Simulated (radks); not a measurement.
The numbers below are computed, except where a source is named.
Problem. The osmium ion Os12+ is in [Kr] 4d10 4f14 5s2 5p2. Code: a radial shooting solver on a logarithmic mesh with Libxc functionals. Model: scalar-relativistic Kohn-Sham, PBEsol, spin-polarised, spherical densities, finite nucleus; Fermi nuclear charge, rms radius of each element as measured or else 0.836 A^(1/3) + 0.57 fm. Open shells are filled with parallel spins first. One electron is removed from 5p, 4d, 4f, 5s in turn, with full relaxation. Which removal costs least, and what does each cost?

Solution. 5p 257.04 eV; 4f 282.02 eV; 5s 301.51 eV; 4d 505.02 eV. The 5p electron leaves first.
